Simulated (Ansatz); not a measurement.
```xyz
7

O     0.568   -1.307    0.037
Ti   -0.057    0.280    0.452
F    -1.237    0.233    1.735
S    -1.094    1.126   -1.396
Cl    1.594    1.593    1.062
H     0.628   -2.223    0.311
H    -0.401    0.298   -2.201
```

The species carries charge 0 and has multiplicity 1.

(1) List the ωB97M-V/def2-TZVPP orbital energies in eV (the Gaussian-basis code of Ansatz). (Best estimate.)

Results:

(1) The calculation gave: Occupied: -4882.14, -2771.79, -2426.94, -677.88, -550.78, -527.34, -459.31, -459.27, -459.26, -262.20, -220.95, -199.63, -199.58, -199.57, -164.05, -163.96, -163.91, -71.23, -46.90, -46.56, -46.38, -35.22, -31.05, -25.16, -22.90, -17.85, -15.86, -15.31, -15.23, -14.20, -13.62, -13.29, -12.87, -12.00, -11.65, -11.34, -10.07. Lowest empty: -0.59, -0.46, -0.02, 0.19, 0.65, 0.84, 2.33, 2.97.
